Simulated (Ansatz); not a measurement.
Gas-phase electronic energies from Ansatz, PBE0-D4/def2-TZVP geometries. CCSD(T)/CBS is the MP2 limit (def2-TZVPP, def2-QZVPP) plus CCSD(T) − MP2 in def2-TZVPP, frozen cores. Functionals use def2-TZVPP. B3LYP here is the variant with VWN-RPA as its local correlation; programs differ in this. def2 core potentials past Kr. For I outer-core shells are correlated without core-valence functions, which leaves a few kJ/mol of doubt a bond. Each species was taken in one conformer, which may not be the lowest.

`[SiH3]C(Cl)I` + `CC(=N)Cl` → `C/C(Cl)=N\[SiH3]` + `ClCI`  (ligand exchange at the Si–C bond)

```json
{"level": "PBE-D4", "ΔE (eV)": "-0.33"}
{"level": "r2SCAN-D4", "ΔE (eV)": "-0.38"}
{"level": "PBE0-D4", "ΔE (eV)": "-0.36"}
{"level": "B3LYP-D4", "ΔE (eV)": "-0.42"}
{"level": "r2SCANh-D4", "ΔE (eV)": "-0.39"}
{"level": "BLYP", "ΔE (eV)": "-0.44"}
{"level": "HF/def2-QZVPP", "ΔE (eV)": "-0.54"}
{"level": "SCS-MP2/def2-QZVPP", "ΔE (eV)": "-0.37"}
```

(1) What does CCSD(T)/CBS give? (An estimate is asked.)

Largest T1 diagnostic among the species: 0.012.

Answers

(1) The calculation gave: -0.33 eV. The listed levels differ from it by 0.00, -0.05, -0.03, -0.09, -0.06, -0.11, -0.21, -0.04 eV.

At CCSD(T), def2-SVP lies +0.09 eV from the extrapolated value and def2-TZVPP −0.01 eV. Leaving LDA and LC-ωPBE aside and taking each functional with its dispersion term where it has one, the values, not all of them listed here, spread over 0.11 eV, from CAM-B3LYP-D4 to PBE-D4. The D4 term adds +0.03 eV with B3LYP and +0.01 eV with PBE0; it sums over pairs of atoms, weighted by their polarisabilities, and B3LYP, whose exchange is more repulsive, gets the larger term.
